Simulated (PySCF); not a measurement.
**Relaxation of singlet AuH₅**

Level of theory: PBE0/[Au def2-TZVP with ECP60, H def2-TZVP], scalar-relativistic core potentials, density fitting, no spin–orbit coupling, PySCF. A (50,194) grid was used.

A start displaced from a saddle point along its imaginary mode, with no symmetry imposed:

Coordinates in bohr (charge 0 multiplicity 1):
```
Au   -0.0007   -0.0004   -0.0158
H     0.2031    0.1008    2.7995
H     3.0670   -0.0118    0.1625
H    -0.0237    3.0703    0.1161
H    -3.0800   -0.0118   -0.0219
H    -0.0237   -3.0767    0.0246
```

What does it relax to?

It ends at C2v with Au–H 1.539 Å, Au–H 1.631 Å (×2), Au–H 1.825 Å (×2), H–H 0.825 Å; Au–H–H 76.9° (×2), H–Au–H 26.1°, H–Au–H 81.0° (×2), H–Au–H 86.0° (×2), H–Au–H 107.1° (×2), H–Au–H 166.9° (×2), H–Au–H 172.0° (after a last refinement on a finer grid). A frequency run shows a minimum.

How much energy is released, and in how many steps?

217.6 kJ/mol in 27 steps.

No spin–orbit coupling is included, which matters more the heavier the element.

The relaxation took roughly 2.6 core-minutes on a shared host.
